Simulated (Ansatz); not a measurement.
C3H4BCl (`ClC1=CCB1`) at its PBE0-D4/def2-TZVP geometry, where that method's forces vanish. Charge 0, multiplicity 1.

```xyz
9

Cl   -1.3348   -0.9287    2.3182
C    -0.5023   -0.5628    0.8912
C    -0.7395    0.3987   -0.0420
C     0.3208    0.1173   -1.0660
B     0.8830   -0.4059    0.3285
H    -1.3752    1.2800    0.0359
H     0.7864    0.9782   -1.5457
H     0.0325   -0.6376   -1.7931
H     1.9291   -0.2391    0.8730
```

What forces (eV/Å) does PBE-D4/def2-TZVPP give on these atoms in Ansatz? (Estimate.)

Ansatz gave: 
```
Cl1 -0.160 -0.094  0.275
C2   0.027 -0.399  0.319
C3  -0.121  0.260 -0.309
C4   0.057  0.018 -0.120
B5   0.136 -0.072  0.015
H6  -0.110  0.224  0.030
H7   0.096  0.171 -0.112
H8  -0.040 -0.156 -0.160
H9   0.114  0.047  0.062
```
